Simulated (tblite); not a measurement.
C4H9B.
Numbering: `[BH2:1][CH2:2][CH2:3][CH:4]=[CH2:5]` (hydrogens: H6, H7 on B1; H8, H9 on C2; H10, H11 on C3; H12 on C4; H13, H14 on C5)

Computed with GFN2-xTB (tblite), gas phase: Langevin dynamics at 300 K from the optimised GFN2-xTB geometry, time step 0.5 fs, friction 0.01 fs⁻¹, 2000 steps. The instantaneous temperature is 2·E(kin)/(3Nk) with all 3N coordinates.

| t (fs) | T (K) | E(pot) above start (eV) | B1–C2 (Å) | C2–C3 (Å) | C3–C4 (Å) | C4=C5 (Å) | B1–H6 (Å) | B1–C2–C3–C4 (°) |
| --- | --- | --- | --- | --- | --- | --- | --- | --- |
| 0 | 232 | 0.000 | 1.567 | 1.536 | 1.495 | 1.320 | 1.170 | 180 |
| 50 | 173 | 0.366 | 1.566 | 1.551 | 1.507 | 1.328 | 1.181 | 167 |
| 100 | 224 | 0.573 | 1.526 | 1.516 | 1.458 | 1.311 | 1.127 | 175 |
| 150 | 304 | 0.428 | 1.550 | 1.552 | 1.487 | 1.330 | 1.131 | -169 |
| 200 | 321 | 0.339 | 1.500 | 1.522 | 1.490 | 1.318 | 1.121 | -164 |
| 250 | 300 | 0.490 | 1.543 | 1.535 | 1.533 | 1.316 | 1.162 | -178 |
| 300 | 231 | 0.402 | 1.579 | 1.570 | 1.476 | 1.321 | 1.135 | 170 |
| 350 | 242 | 0.422 | 1.593 | 1.505 | 1.561 | 1.315 | 1.144 | 175 |
| 400 | 272 | 0.297 | 1.544 | 1.543 | 1.465 | 1.312 | 1.140 | -174 |
| 450 | 258 | 0.350 | 1.551 | 1.549 | 1.494 | 1.299 | 1.147 | -170 |
| 500 | 208 | 0.451 | 1.575 | 1.513 | 1.529 | 1.362 | 1.188 | -173 |
| 550 | 226 | 0.341 | 1.592 | 1.546 | 1.530 | 1.314 | 1.186 | 179 |
| 600 | 376 | 0.373 | 1.535 | 1.608 | 1.504 | 1.347 | 1.155 | 177 |
| 650 | 373 | 0.498 | 1.630 | 1.540 | 1.499 | 1.320 | 1.150 | 170 |
| 700 | 355 | 0.624 | 1.583 | 1.614 | 1.508 | 1.332 | 1.143 | 180 |
| 750 | 326 | 0.776 | 1.497 | 1.520 | 1.474 | 1.328 | 1.137 | 167 |
| 800 | 396 | 0.505 | 1.606 | 1.533 | 1.512 | 1.338 | 1.133 | 171 |
| 850 | 285 | 0.649 | 1.532 | 1.528 | 1.479 | 1.334 | 1.128 | 179 |
| 900 | 314 | 0.779 | 1.588 | 1.567 | 1.464 | 1.333 | 1.165 | -169 |
| 950 | 301 | 0.516 | 1.520 | 1.550 | 1.519 | 1.341 | 1.169 | -171 |
| 1000 | 232 | 0.513 | 1.548 | 1.533 | 1.510 | 1.326 | 1.218 | 174 |

Task: From 500 fs on, how do temperature and potential energy compare with equipartition?

Result: The mean temperature of these 11 frames is 308 K against the target 300 K, and the mean potential energy 0.55 eV against 36 × kT/2 = 0.47 eV for 36 classical harmonic modes. For 14 atoms in a canonical ensemble the temperature itself scatters by T·√(2/(3N)) = 65 K; here its standard deviation is 62 K. The whole run lasts only 10 friction times of 100 fs, so these averages carry a wide statistical error.

Task: What are the kinetic and total energies of the listed frame with the highest potential energy?

Result: The one at 900 fs, 0.779 eV above the start. Its kinetic energy is 3NkT/2 = 0.569 eV at 314 K, so the sum is 1.35 eV; over the listed frames the sum runs from 0.42 to 1.36 eV, since the thermostat adds and removes energy.

Task: How much do the listed bonds fluctuate from 500 fs on?

Result: 
| bond | at the start (Å) | mean (Å) | standard deviation (Å) |
| --- | --- | --- | --- |
| B1–C2 | 1.567 | 1.564 | 0.039 |
| C2–C3 | 1.536 | 1.550 | 0.032 |
| C3–C4 | 1.495 | 1.503 | 0.021 |
| C4=C5 | 1.320 | 1.334 | 0.013 |
| B1–H6 | 1.170 | 1.161 | 0.026 |

The motion is classical and holds no zero-point motion.

The cost below is that of the whole dynamics run. Hardware: one thread, Arm Neoverse N1 (aarch64), no GPU, shared host with 64 logical CPUs at a one-minute load of 60. Cost: 12 s of wall time, 0.18 GiB resident at most.
